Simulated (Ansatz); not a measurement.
Relaxation of C3H5BSe (10 atoms, charge 0, multiplicity 1), to a largest force component of 0.02 eV/Å in at most 50 steps.

Computed with Ansatz 0.2.0, RKS PBE/def2-SVP.

```xyz
10
Properties=species:S:1:pos:R:3:forces:R:3
C -1.212 -0.582 -0.293 -7.90 3.00 2.28
C 0.105 -0.057 0.041 1.17 1.95 0.75
C 0.760 -0.039 1.217 2.83 -1.20 0.75
Se 2.534 0.487 0.464 0.84 -0.17 1.46
B 1.069 0.949 -0.756 -0.93 0.53 0.08
H -2.008 0.249 -0.022 0.48 -1.29 -0.67
H -1.299 -0.725 -1.392 -1.50 -0.25 -0.85
H -1.437 -1.461 0.235 -0.37 -1.86 0.79
H 0.551 -0.390 2.264 -0.19 1.13 -0.49
H -0.267 -0.588 -0.836 5.56 -1.83 -4.08
```

**Question.** Where does it end, and by what steps?

**Answer.** It converged. After 13 steps the energy has fallen by 5.356 eV; H10 moved furthest, 1.02 Å. Parted: C1–H10 (1.09 → 2.20 Å).

```json
{"step": "0", "energy less start (eV)": "0.0000", "largest force component (eV/Å)": "7.898", "accepted": "yes"}
{"step": "1", "energy less start (eV)": "-1.7112", "largest force component (eV/Å)": "4.599", "accepted": "yes"}
{"step": "2", "energy less start (eV)": "-3.0811", "largest force component (eV/Å)": "3.559", "accepted": "yes"}
{"step": "3", "energy less start (eV)": "-4.1033", "largest force component (eV/Å)": "2.921", "accepted": "yes"}
{"step": "4", "energy less start (eV)": "-4.7738", "largest force component (eV/Å)": "1.643", "accepted": "yes"}
{"step": "5", "energy less start (eV)": "-5.1399", "largest force component (eV/Å)": "1.257", "accepted": "yes"}
{"step": "6", "energy less start (eV)": "-5.2942", "largest force component (eV/Å)": "0.382", "accepted": "yes"}
{"step": "7", "energy less start (eV)": "-5.3285", "largest force component (eV/Å)": "0.231", "accepted": "yes"}
{"step": "8", "energy less start (eV)": "-5.3370", "largest force component (eV/Å)": "0.278", "accepted": "yes"}
{"step": "9", "energy less start (eV)": "-5.3165", "largest force component (eV/Å)": "0.330", "accepted": "no"}
{"step": "10", "energy less start (eV)": "-5.3540", "largest force component (eV/Å)": "0.117", "accepted": "yes"}
{"step": "11", "energy less start (eV)": "-5.3553", "largest force component (eV/Å)": "0.068", "accepted": "yes"}
{"step": "12", "energy less start (eV)": "-5.3555", "largest force component (eV/Å)": "0.039", "accepted": "yes"}
{"step": "13", "energy less start (eV)": "-5.3555", "largest force component (eV/Å)": "0.016", "accepted": "yes"}
```

```xyz
10
Properties=species:S:1:pos:R:3
C -1.370 -0.533 -0.233
C 0.141 -0.399 -0.253
C 0.886 -0.276 1.021
Se 2.500 0.715 0.682
B 0.997 0.952 -0.464
H -1.832 0.176 0.482
H -1.790 -0.326 -1.236
H -1.668 -1.560 0.061
H 0.312 0.164 1.860
H 0.620 -1.068 -0.999
```

Whether the end is a true minimum wasn't checked by a vibrational analysis.

Run time: 27 s on 2 threads of Intel(R) Xeon(R) Platinum 8375C CPU @ 2.90GHz (Ice Lake) (shared host), peak memory 0.17 GiB.
